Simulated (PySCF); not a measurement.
Problem. What does the PBE0-D3(BJ)/def2-SVP structure of `O([SiH3])[SiH2][NH][GeH3]` look like in three dimensions?

Solution. 
```xyz
14
GeH9NOSi2 angstrom
Si    -2.1143    0.9960   -0.0509
O     -1.6187    0.0577    1.2245
Si    -0.2504   -0.8113    1.6146
N      0.7813   -1.0687    0.2549
Ge     2.1413    0.0159   -0.3550
H     -3.3413    1.7348    0.3590
H     -2.4265    0.1513   -1.2442
H     -1.0532    1.9794   -0.4343
H     -0.7120   -2.1247    2.1423
H      0.5144   -0.0374    2.6313
H      0.5521   -1.8510   -0.3523
H      3.4090   -0.8276   -0.5904
H      1.7417    0.7076   -1.6747
H      2.3738    1.0623    0.7451
```

Orientation and origin are arbitrary. Atoms count from 1 in this order. Ge5 (germanium bonded to N and 3 H) is distorted tetrahedral (angles from 106.0° to 111.0°). N4 (silicon-bound nitrogen) is planar (angles 127.9°, 116.8° and 114.9°, sum 359.6°, 0.05 Å off the plane of its three neighbours). Si1 (oxygen-bound silicon) is tetrahedral (angles from 108.4° to 110.9°). Si3 (oxygen-bound silicon) is tetrahedral (angles from 106.8° to 112.6°).

Bonds between heavy atoms (Å): Si1–O2 1.659, O2–Si3 1.667, Si3–N4 1.726, N4–Ge5 1.843.

Computed, not measured: PBE0-D3(BJ)/def2-SVP geometry optimisation, gas phase in PySCF 2.14.0.

Point group: C1 (no symmetry element, even within 0.4 Å). No PBE0-D3(BJ)/def2-SVP frequencies stand behind this structure, so it isn't proved a minimum. The numbers are those of one conformer (Si1–O2–Si3–N4 -15°, O2–Si3–N4–Ge5 89°).
